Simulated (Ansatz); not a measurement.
Species: CHS, charge 0, doublet. CHS (SMILES S=[CH], doublet).
B3LYP-D3(BJ)/def2-TZVP minimum from Ansatz (a program for electronic structure):
```xyz
3

C     -1.0230     0.1620    -0.1822
S      0.5022    -0.0352     0.0604
H     -1.8970    -0.4082     0.1273
```
Charge 0, spin multiplicity 2.

Total energies in cc-pV(T+d)Z, 11 correlated electrons, 6 frozen orbitals. Radicals and triplets start from unrestricted determinants; spin-orbit coupling is neglected. Cores are frozen in correlated methods. No relativity. The UHF reference of CHS ([CH]=S, doublet) is spin-contaminated (<S^2> up to 0.26 over the pure value in the sets run).

| method | program | energy (Eh) | minus CCSDT(Q) (mEh) |
|---|---|---|---|
| HF | Ansatz | -435.93575 | 348.29 |
| MP2 | Ansatz | -436.22583 | 58.21 |
| CCSD | Ansatz | -436.26226 | 21.78 |
| CCSD(T) | Ansatz | -436.28071 | 3.33 |
| CCSDT(Q) | Ansatz | -436.28404 | 0.00 |

Rough core times of Ansatz's runs on a shared machine: CCSD(T) 40 s, CCSDT(Q) 10 min.
